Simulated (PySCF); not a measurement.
# Exercise with solution: chemical shift, span and skew from a shielding tensor

C₃H₄BrF, SMILES C/C=C(\F)Br. Atoms are numbered in the order given.

```xyz
9

C      0.3914     2.9302     0.0000
C      0.7100     1.4653     0.0000
C     -0.2137     0.5046     0.0000
F     -1.5222     0.7543     0.0000
Br     0.1618    -1.3514     0.0000
H      0.8241     3.4251     0.8860
H     -0.6925     3.1081     0.0000
H      0.8241     3.4251    -0.8860
H      1.7553     1.1501     0.0000
```

The structure is a stationary point at B3LYP-D3(BJ)/def2-SVP.

GIAO shieldings from PBE/pcSseg-1 (PySCF), non-relativistic, no solvent. The symmetric part of the tensor of C3 has the principal values -55.6, 29.0, 85.4 ppm. The same nucleus in TMS has σ = 182.0 ppm at this level (PySCF, at its B3LYP-D3(BJ)/def2-TZVP geometry). Without spin–orbit terms, shifts of atoms bonded to Cl or Br come out too high.

Question: Work out the isotropic shielding, the ¹³C shift against TMS, the span and the skew.

Answer: 
σ(iso) = (σ11 + σ22 + σ33)/3 = 19.6 ppm. δ = σ(ref) − σ(iso) = 182.0 − (19.6) = 162.4 ppm.
Span Ω = σ33 − σ11 = 141.0 ppm. Skew κ = 3(σ(iso) − σ22)/Ω = -0.20. Tumbling in solution averages the tensor to δ; in a static solid the shielding alone would spread this spin-1/2 line over Ω.
